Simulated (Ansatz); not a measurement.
Ansatz (a first-principles code) input for C3H8Si2, SMILES [SiH3][Si@@H](C#C)C, PBE-D3(BJ)/def2-SVP. 

Ansatz 0.2 input:
```yaml
crystal:
  periodic: [false, false, false]
  atoms:
    - {symbol: C, position_ang: [-1.50604587, -2.34755458, -0.55291490]}
    - {symbol: C, position_ang: [-0.78958239, -1.48651412, -0.07536958]}
    - {symbol: Si, position_ang: [0.28120023, -0.14845867, 0.59315630]}
    - {symbol: C, position_ang: [2.08281831, -0.49969987, 0.18803825]}
    - {symbol: Si, position_ang: [-0.44118045, 1.86264559, -0.37782083]}
    - {symbol: H, position_ang: [-2.13863901, -3.11099558, -0.97006954]}
    - {symbol: H, position_ang: [0.08124346, -0.08986745, 2.07465589]}
    - {symbol: H, position_ang: [2.39572406, -1.45995037, 0.62523090]}
    - {symbol: H, position_ang: [2.22955573, -0.55082879, -0.90120094]}
    - {symbol: H, position_ang: [2.73043841, 0.29430366, 0.59035930]}
    - {symbol: H, position_ang: [-0.27370166, 1.79283731, -1.86311285]}
    - {symbol: H, position_ang: [-1.88031940, 2.11774469, -0.06414228]}
    - {symbol: H, position_ang: [0.37228125, 3.01075104, 0.13506057]}
basis:
  gaussian:
    orbitals: def2-SVP
hamiltonian:
  xc: pbe
  dispersion: d3bj
relax: {f_tol: 0.002, max_steps: 200}
```

Program output:

```
WARN ansatz: RAYON_NUM_THREADS=1 ignored (pool sized by the plan → 1); use --threads N
Functional definition: PBE
integrals: 0.06 GiB planned
1330 factors; their error is unknown
mean field: 0.34 GiB planned
mean field evaluation 1: about -18963.9954 eV, gradient 6.4e1 eV
mean field evaluation 2: about -18951.5736 eV, gradient 8.8e1 eV
mean field evaluation 4: about -18974.8681 eV, gradient 5.5e0 eV
mean field evaluation 8: about -18974.9556 eV, gradient 1.5e-1 eV
mean field evaluation 16: about -18974.8722 eV, gradient 2.1e-4 eV
mean field -18974.87223436 eV, -697.3136929825 hartree, gradient 5.6e-5 eV, S^2 0.000000; 0 other end points of the search recorded, 0 dependent functions left out
the calculation of the forces begins
reference -18974.87227625 eV, -697.3136945219 hartree; 27, 27 occupied and 91, 91 virtual orbitals, 1330 factors
relax step   1: F+E_penalty+E_count = -18975.17609398 eV  Δ(F+E_penalty+E_count) = +0.000e0 eV  max|allowed force component| = 7.785e-1 eV/Å  Δτ_max = 0.0000 Å  (27 SCF iters, accepted)
these checks for a lower state are left out or cut short: starts, cluster_reference, orbital_swaps, neighbouring_geometries, increment
integrals: 0.06 GiB planned
1330 factors; their error is unknown
mean field: 0.34 GiB planned
mean field -18974.88964567 eV, -697.3143328361 hartree, gradient 1.7e-5 eV, S^2 0.000000; 0 other end points of the search recorded, 0 dependent functions left out
the calculation of the forces begins
reference -18974.88968772 eV, -697.3143343817 hartree; 27, 27 occupied and 91, 91 virtual orbitals, 1330 factors
relax step   2: F+E_penalty+E_count = -18975.19200982 eV  Δ(F+E_penalty+E_count) = -1.592e-2 eV  max|allowed force component| = 7.071e-2 eV/Å  Δτ_max = 0.0216 Å  (30 SCF iters, accepted)
these checks for a lower state are left out or cut short: starts, cluster_reference, orbital_swaps, neighbouring_geometries, increment
integrals: 0.06 GiB planned
1330 factors; their error is unknown
mean field: 0.34 GiB planned
mean field -18974.89069257 eV, -697.3143713092 hartree, gradient 1.9e-5 eV, S^2 0.000000; 0 other end points of the search recorded, 0 dependent functions left out
the calculation of the forces begins
reference -18974.89073466 eV, -697.3143728560 hartree; 27, 27 occupied and 91, 91 virtual orbitals, 1330 factors
relax step   3: F+E_penalty+E_count = -18975.19279176 eV  Δ(F+E_penalty+E_count) = -7.819e-4 eV  max|allowed force component| = 2.322e-2 eV/Å  Δτ_max = 0.0057 Å  (23 SCF iters, accepted)
these checks for a lower state are left out or cut short: starts, cluster_reference, orbital_swaps, neighbouring_geometries, increment
integrals: 0.06 GiB planned
1330 factors; their error is unknown
mean field: 0.34 GiB planned
mean field evaluation 32: about -18974.9749 eV, gradient 3.3e-1 eV
mean field -18974.89078175 eV, -697.3143745865 hartree, gradient 1.8e-5 eV, S^2 0.000000; 0 other end points of the search recorded, 0 dependent functions left out
the calculation of the forces begins
reference -18974.89082385 eV, -697.3143761336 hartree; 27, 27 occupied and 91, 91 virtual orbitals, 1330 factors
relax step   4: F+E_penalty+E_count = -18975.19282307 eV  Δ(F+E_penalty+E_count) = -3.131e-5 eV  max|allowed force component| = 6.367e-3 eV/Å  Δτ_max = 0.0030 Å  (22 SCF iters, accepted)
these checks for a lower state are left out or cut short: starts, cluster_reference, orbital_swaps, neighbouring_geometries, increment
integrals: 0.06 GiB planned
1330 factors; their error is unknown
mean field: 0.34 GiB planned
mean field -18974.89080596 eV, -697.3143754760 hartree, gradient 1.7e-5 eV, S^2 0.000000; 0 other end points of the search recorded, 0 dependent functions left out
the calculation of the forces begins
reference -18974.89084805 eV, -697.3143770230 hartree; 27, 27 occupied and 91, 91 virtual orbitals, 1330 factors
relax step   5: F+E_penalty+E_count = -18975.19283439 eV  Δ(F+E_penalty+E_count) = -1.132e-5 eV  max|allowed force component| = 7.353e-4 eV/Å  Δτ_max = 0.0018 Å  (21 SCF iters, accepted)
integrals: 0.06 GiB planned
1330 factors; their error is unknown
mean field: 0.34 GiB planned
mean field -18974.89080596 eV, -697.3143754760 hartree, gradient 1.6e-5 eV, S^2 0.000000; 1 other end points of the search recorded, 0 dependent functions left out
the calculation of the forces begins
reference -18974.89084805 eV, -697.3143770230 hartree; 27, 27 occupied and 91, 91 virtual orbitals, 1330 factors
Total energy: -18975.19287649 eV, -697.3254763634 hartree
Atom 0 at    -1.520114    -2.359744    -0.556563 Å, force     0.000308    -0.000023     0.000163 eV/Å
Atom 1 at    -0.794853    -1.492421    -0.072939 Å, force     0.000415     0.000300     0.000310 eV/Å
Atom 2 at     0.279716    -0.151987     0.593941 Å, force    -0.000356     0.000414    -0.000401 eV/Å
Atom 3 at     2.094603    -0.500691     0.188905 Å, force    -0.000180    -0.000491    -0.000735 eV/Å
Atom 4 at    -0.444120     1.867983    -0.378742 Å, force    -0.000138    -0.000071     0.000142 eV/Å
Atom 5 at    -2.157804    -3.126836    -0.976545 Å, force    -0.000120    -0.000183     0.000002 eV/Å
Atom 6 at     0.082121    -0.089417     2.086611 Å, force    -0.000356    -0.000440     0.000239 eV/Å
Atom 7 at     2.411541    -1.466858     0.630084 Å, force    -0.000455     0.000353    -0.000061 eV/Å
Atom 8 at     2.244969    -0.550799    -0.907726 Å, force     0.000507    -0.000229    -0.000017 eV/Å
Atom 9 at     2.741819     0.301850     0.596544 Å, force     0.000228     0.000098     0.000258 eV/Å
Atom 10 at    -0.276288     1.800730    -1.874377 Å, force     0.000060    -0.000075     0.000177 eV/Å
Atom 11 at    -1.892787     2.128513    -0.064679 Å, force    -0.000050     0.000095    -0.000012 eV/Å
Atom 12 at     0.374990     3.024089     0.137355 Å, force     0.000136     0.000251    -0.000066 eV/Å
Dipole moment:     0.129591    -0.114549    -0.051320 e Å
```

Self-consistency was reached.
